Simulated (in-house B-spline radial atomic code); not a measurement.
Configurations of the argon ion Ar⁺, with energies counted from [Ne] 3s2 3p5. Computed with a B-spline radial code for spherical atoms: scalar-relativistic (X2C) B97-1, spin-polarised, spherical fractional occupations, exact exchange averaged over the configuration, Fermi nucleus of rms radius 3.4274 fm. Shells without spins written out take the highest spin.

Occupations are held fixed; configurations that lie above the ionisation limit could autoionise.

| configuration | E - E(ref) (eV) | highest orbital | its <r> (bohr) |
| --- | --- | --- | --- |
| [Ne] 3s1 3p6 | 15.399 | 3p down | 1.562 |
| [Ne] 3s2 3p4 3d1 | 17.34 | 3d up | 2.445 |
| [Ne] 3s2 3p4 4p1 | 19.515 | 4p up | 4.774 |
| [Ne] 3s1 3p5 4p1 | 34.929 | 4p up | 4.735 |

Question: Order these further configurations by energy, lowest first.
A. [Ne] 3s1 3p5 4s1
B. [Ne] 3s1 3p5 4d1
C. [Ne] 3s2 3p4 4f1
D. [Ne] 3s1 3p5 3d1

Answer: C (24.13 eV), A (32.31 eV), D (32.432 eV), B (38.049 eV).
